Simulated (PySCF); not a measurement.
**Spin–spin coupling constants**

Geometry:
```tsv
atom	x (Å)	y (Å)	z (Å)
As1	-0.011	0.001	0.019
C2	-0.005	-0.028	2.078
H3	0.395	-0.986	2.451
H4	-1.028	0.097	2.471
H5	0.621	0.788	2.476
C6	-0.012	0.028	-2.046
H7	-1.034	0.168	-2.436
H8	0.380	-0.923	-2.444
H9	0.619	0.848	-2.427
C10	1.956	-0.037	0.004
H11	2.323	-0.577	-0.878
H12	2.347	-0.484	0.927
H13	2.298	1.007	-0.057
C14	-0.959	1.724	0.021
H15	-0.866	2.232	0.989
H16	-2.021	1.509	-0.173
H17	-0.582	2.359	-0.792
C18	-1.027	-1.683	-0.017
H19	-0.297	-2.497	-0.146
H20	-1.714	-1.694	-0.873
H21	-1.571	-1.838	0.923
```

Couplings: B3LYP/pcJ-1 (pcSseg-1 on As) (without the spin–dipole term) in PySCF 2.14.0 with density-fitted response routines, geometry PBE0-D3(BJ)/def2-SVP; gas phase, one conformer, non-relativistic. Couplings are averaged over pairs made equivalent by symmetry, fast rotation or ring inversion, so a value needn't be that of the named pair in this geometry, while other rotamers aren't included; one pair stands for each set, and the list holds those of at least 0.8 Hz over up to four bonds.

Isotopes: ¹³C, ¹H.

```
  pair  bonds  J (Hz)
C2, H3      1       ?
C2, C6      2       ?
H3, H4      2   -12.0
C2, H7      3     1.3
```

Question: Estimate the withheld couplings, with signs.

Answer: 
- ¹J(C2,H3) = 136.9 Hz (mean over equivalent pairs that range from 130.9 to 144.5 Hz in this conformer)
- ²J(C2,C6) = 15.8 Hz (mean over equivalent pairs that range from -6.1 to 28.4 Hz in this conformer)

Relativistic effects of the heavier atoms present are left out.
